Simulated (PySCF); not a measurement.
**IPdN: from structure and modes to constants**

All numbers come from UPBE0 in PySCF with Pd def2-SVP with ECP28, N def2-SVP, I def2-SVP with ECP28; scalar-relativistic core potentials, no spin–orbit coupling; density-fitted integrals.

The triplet minimum has Cs symmetry. Masses (u): Pd 105.90348, N 14.00307, I 126.90447.

```xyz
3
charge 0 multiplicity 3, angstrom
Pd    0.0001   -1.2786    0.0000
N    -1.7129   -1.6629    0.0000
I     0.1889    1.2504    0.0000
```

Harmonic wavenumbers (cm⁻¹): 114.5 (a', ×1), 220.3 (a', ×1), 707.4 (a', ×1).

(1) Find the principal moments of inertia and the rotational constants. What kind of rotor is it?

(2) Give the standard entropy (298.15 K, 1 bar) by its translational, rotational, vibrational and spin parts, and Cp.

Answers

(1) About the centre of mass I = 32.696, 423.2, 455.89 u Å². With B = 16.8576/I this gives 0.5156, 0.03983, 0.03698 cm⁻¹. The molecule is an asymmetric top with κ = -0.99.

(2) Sackur–Tetrode with M = 246.81 u gives 177.6; rotation with symmetry number 1 gives 113.6; vibration 22.8; spin R ln 3 = 9.1. The total is 323.1 J/(mol K), and Cp = 4 R + 19.1 = 52.3 J/(mol K).

Other isomers or separated fragments may lie lower. Other spin states or occupations of the open shell can lie lower. No spin–orbit coupling is included, which matters more the heavier the element.
